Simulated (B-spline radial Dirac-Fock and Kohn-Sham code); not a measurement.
Level of theory: ΔSCF Dirac-Fock with Breit, self-energy and vacuum polarisation, finite nucleus, configuration average; a radial B-spline solver. Free neutral atoms.

Problem. Order these X-ray lines by photon energy, lowest first.
A. Sb Lβ6
B. Os Lη
C. Eu Lγ5
D. Sm Lα1
E. Cs Lα2
F. Xe Lγ2

Solution. A (3971.5 eV), E (4272.8 eV), F (5289.7 eV), D (5635.9 eV), C (7245.3 eV), B (9328.6 eV).

Values without a named source are computed, but for edge energies of neutral atoms, which are taken from tables.
